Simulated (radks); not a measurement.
Effect of the nuclear size on the aluminium ion Al+, [Ne] 3s2. Calculated with a radial shooting solver on a logarithmic mesh with Libxc functionals: Dirac Kohn-Sham, PBE, spin-unpolarised, spherical densities, finite nucleus; Fermi nuclear charge, rms radius 3.061 fm. The rms radius is varied about that value; shifts are against it.

| rms radius (fm) | total energy shift (eV) | density at nucleus (e/bohr^3) | 1s1/2 shift (meV) |
|---|---|---|---|
| 2.4917 | -0.00126 | 1507 | -0.521 |
| 2.8039 | -0.000599 | 1505 | -0.248 |
| 3.061 | 0 | 1504 | 0.000 |
| 3.3089 | 0.000626 | 1502 | 0.260 |
| 3.5048 | 0.00116 | 1501 | 0.479 |

Slopes of the eigenvalues against <r^2> in GHz/fm^2, as finite differences over the two radii next to the reference (eigenvalue slopes, not the field-shift constants of lines): 1s1/2 39.8.
